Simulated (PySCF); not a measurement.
C2H4NO, charge -1, singlet, at a GFN2-xTB geometry; CCSD(T)/6-31G* run with PySCF.

The PySCF input:
```python
from pyscf import gto, scf, cc

mol = gto.Mole()
mol.atom = '''
    O     0.321106    1.279463    0.382909
    C    -0.071521    0.135909    0.029199
    N     0.980979   -0.778890   -0.450342
    C    -1.327930   -0.375569    0.025138
    H     0.801109   -1.730363   -0.146165
    H    -1.533231   -1.382723   -0.313662
    H    -2.177090    0.233060    0.294171
    H     1.870217   -0.465486   -0.071250
'''
mol.basis = '6-31g*'
mol.charge = -1
mol.spin = 0
mol.verbose = 4
mol.build()

mf = scf.RHF(mol)
mf.kernel()

mycc = cc.CCSD(mf)
mycc.kernel()
et = mycc.ccsd_t()
print('E(CCSD(T)) = %.10f' % (mycc.e_tot + et))
```

It wrote (shortened):

```
PySCF version 2.14.0

[INPUT] verbose = 4
[INPUT] num. atoms = 8
[INPUT] num. electrons = 32
[INPUT] charge = -1
[INPUT] spin (= nelec alpha-beta = 2S) = 0
[INPUT] symmetry False subgroup None
[INPUT] Mole.unit = angstrom
[INPUT] Symbol           X                Y                Z      unit          X                Y                Z       unit  Magmom
[INPUT]  1 O      0.321106000000   1.279463000000   0.382909000000 AA    0.606802396955   2.417834656514   0.723593140631 Bohr   0.0
[INPUT]  2 C     -0.071521000000   0.135909000000   0.029199000000 AA   -0.135155102155   0.256830787864   0.055178113111 Bohr   0.0
[INPUT]  3 N      0.980979000000  -0.778890000000  -0.450342000000 AA    1.853781643950  -1.471888781162  -0.851023042389 Bohr   0.0
[INPUT]  4 C     -1.327930000000  -0.375569000000   0.025138000000 AA   -2.509424012594  -0.709722550877   0.047503935319 Bohr   0.0
[INPUT]  5 H      0.801109000000  -1.730363000000  -0.146165000000 AA    1.513876605924  -3.269912166081  -0.276211818997 Bohr   0.0
[INPUT]  6 H     -1.533231000000  -1.382723000000  -0.313662000000 AA   -2.897386675693  -2.612967776137  -0.592735275683 Bohr   0.0
[INPUT]  7 H     -2.177090000000   0.233060000000   0.294171000000 AA   -4.114103848529   0.440419570591   0.555902623789 Bohr   0.0
[INPUT]  8 H      1.870217000000  -0.465486000000  -0.071250000000 AA    3.534197923506  -0.879641054819  -0.134642986375 Bohr   0.0

nuclear repulsion = 113.369011615461
number of shells = 32
number of NR pGTOs = 124
number of NR cGTOs = 64
basis = 6-31g*
ecp = {}

******** <class 'pyscf.scf.hf.RHF'> ********
method = RHF
initial guess = minao
damping factor = 0
level_shift factor = 0
DIIS = <class 'pyscf.scf.diis.CDIIS'>
diis_start_cycle = 1
diis_space = 8
diis_damp = 0
SCF conv_tol = 1e-09
SCF conv_tol_grad = None
SCF max_cycles = 50
direct_scf = True
direct_scf_tol = 1e-13
Set gradient conv threshold to 3.16228e-05
Initial guess from minao.
init E= -207.847306899178
  HOMO = -0.185316063957885  LUMO = 0.131855350118116  gap/eV = 8.63067
cycle= 1 E= -207.201118647283  delta_E= 0.646  |g|= 0.74  |ddm|= 2.64
  HOMO = 0.00961687575934222  LUMO = 0.394205444800779  gap/eV = 10.46519
cycle= 2 E= -207.281514464476  delta_E= -0.0804  |g|= 0.489  |ddm|= 1.13
  HOMO = -0.046572250890125  LUMO = 0.410064731283187  gap/eV = 12.42573
cycle= 3 E= -207.325457939841  delta_E= -0.0439  |g|= 0.0656  |ddm|= 0.473
  HOMO = -0.0606870020343053  LUMO = 0.412155685682294  gap/eV = 12.86670
cycle= 4 E= -207.326807104262  delta_E= -0.00135  |g|= 0.0201  |ddm|= 0.0823
  HOMO = -0.0561185271057125  LUMO = 0.413763240574211  gap/eV = 12.78613
cycle= 5 E= -207.326956071963  delta_E= -0.000149  |g|= 0.00465  |ddm|= 0.0323
  HOMO = -0.0564307881393713  LUMO = 0.413103760044525  gap/eV = 12.77669
cycle= 6 E= -207.326973494204  delta_E= -1.74e-05  |g|= 0.002  |ddm|= 0.0147
  HOMO = -0.0565164126574453  LUMO = 0.413147956253428  gap/eV = 12.78022
cycle= 7 E= -207.326976519209  delta_E= -3.03e-06  |g|= 0.000715  |ddm|= 0.0066
  HOMO = -0.0563666704064629  LUMO = 0.413130564529954  gap/eV = 12.77567
cycle= 8 E= -207.326976878635  delta_E= -3.59e-07  |g|= 0.000228  |ddm|= 0.00211
  HOMO = -0.0563799846547486  LUMO = 0.413128013467187  gap/eV = 12.77596
cycle= 9 E= -207.32697691529  delta_E= -3.67e-08  |g|= 6.25e-05  |ddm|= 0.000629
  HOMO = -0.0563734635851589  LUMO = 0.413124006727845  gap/eV = 12.77568
cycle= 10 E= -207.326976917915  delta_E= -2.62e-09  |g|= 2.12e-05  |ddm|= 0.000174
  HOMO = -0.0563725838486104  LUMO = 0.413124954174755  gap/eV = 12.77568
cycle= 11 E= -207.326976918108  delta_E= -1.93e-10  |g|= 6.8e-06  |ddm|= 3.63e-05
  HOMO = -0.0563727305120985  LUMO = 0.413124277315217  gap/eV = 12.77566
Extra cycle  E= -207.326976918125  delta_E= -1.76e-11  |g|= 3.29e-06  |ddm|= 1.1e-05
converged SCF energy = -207.326976918125

******** <class 'pyscf.cc.ccsd.CCSD'> ********
CC2 = 0
CCSD nocc = 16, nmo = 64
max_cycle = 50
direct = 0
conv_tol = 1e-07
conv_tol_normt = 1e-05
diis_space = 6
diis_start_cycle = 0
diis_start_energy_diff = 1e+09
Init t2, MP2 energy = -207.928181271492  E_corr(MP2) -0.601204353366435
Init E_corr(CCSD) = -0.601204353370602
cycle = 1  E_corr(CCSD) = -0.606927113842804  dE = -0.00572276047  norm(t1,t2) = 0.069127
cycle = 2  E_corr(CCSD) = -0.623597450142518  dE = -0.0166703363  norm(t1,t2) = 0.0225697
cycle = 3  E_corr(CCSD) = -0.623951739843382  dE = -0.000354289701  norm(t1,t2) = 0.0131978
cycle = 4  E_corr(CCSD) = -0.626746527769046  dE = -0.00279478793  norm(t1,t2) = 0.00525582
cycle = 5  E_corr(CCSD) = -0.626836204432271  dE = -8.96766632e-05  norm(t1,t2) = 0.00134099
cycle = 6  E_corr(CCSD) = -0.626687768500504  dE = 0.000148435932  norm(t1,t2) = 0.000564544
cycle = 7  E_corr(CCSD) = -0.626669369317894  dE = 1.83991826e-05  norm(t1,t2) = 0.000171082
cycle = 8  E_corr(CCSD) = -0.626674289129393  dE = -4.9198115e-06  norm(t1,t2) = 7.22319e-05
cycle = 9  E_corr(CCSD) = -0.626678515546678  dE = -4.22641729e-06  norm(t1,t2) = 3.91277e-05
cycle = 10  E_corr(CCSD) = -0.626678283561737  dE = 2.3198494e-07  norm(t1,t2) = 1.16771e-05
cycle = 11  E_corr(CCSD) = -0.626678030287195  dE = 2.53274543e-07  norm(t1,t2) = 4.65686e-06
cycle = 12  E_corr(CCSD) = -0.626677833405751  dE = 1.96881444e-07  norm(t1,t2) = 2.32118e-06
cycle = 13  E_corr(CCSD) = -0.626677760313194  dE = 7.30925569e-08  norm(t1,t2) = 8.25264e-07
CCSD converged
E(CCSD) = -207.9536546784387  E_corr = -0.6266777603131939
CCSD(T) correction = -0.0185743523874234
E(CCSD(T)) = -207.9722290308
```
